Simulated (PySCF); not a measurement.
Delta-SCF ions had no search for a lower state. Excitations are Tamm–Dancoff values on a coarser integration grid. The basis has no diffuse functions, so Rydberg states are missing or too high.

**C2H6BN, SMILES `CNB=C` (C–B–N–C torsion 5°) (charge 0, multiplicity 1)**

The numbers are results of PBE-D3(BJ)/def2-TZVP // B3LYP-D3(BJ)/def2-TZVP in PySCF 2.14.0, not measurements.

```json
{
  "HOMO": "-4.80 eV",
  "dipole_moment": "3.07 D",
  "LUMO": "-0.23 eV",
  "HOMO–LUMO gap": "4.57 eV",
  "S1 excitation (TDA)": "4.72 eV",
  "S1 oscillator strength": "0.047",
  "brightest of the four lowest singlets (TDA)": "6.09 eV",
  "T1 excitation (TDA)": "4.18 eV",
  "S1–T1 gap (TDA)": "0.54 eV",
  "vertical ionisation energy (Delta-SCF)": "8.16 eV",
  "total_energy": "-159.2499 Ha",
  "cost": "about 30 core-seconds (a rough figure)"
}
```

```xyz
10

C      2.0863     0.1610    -0.6200
B      0.7288    -0.1003    -0.4964
N     -0.6036    -0.3473    -0.3609
C     -1.4491     0.0704     0.7567
H      2.4623     1.0509    -1.1095
H      2.8443    -0.5119    -0.2387
H     -1.0902    -0.8650    -1.0784
H     -2.2544     0.7235     0.4141
H     -1.8884    -0.7944     1.2584
H     -0.8405     0.6162     1.4741
```
Charge 0, spin multiplicity 1.
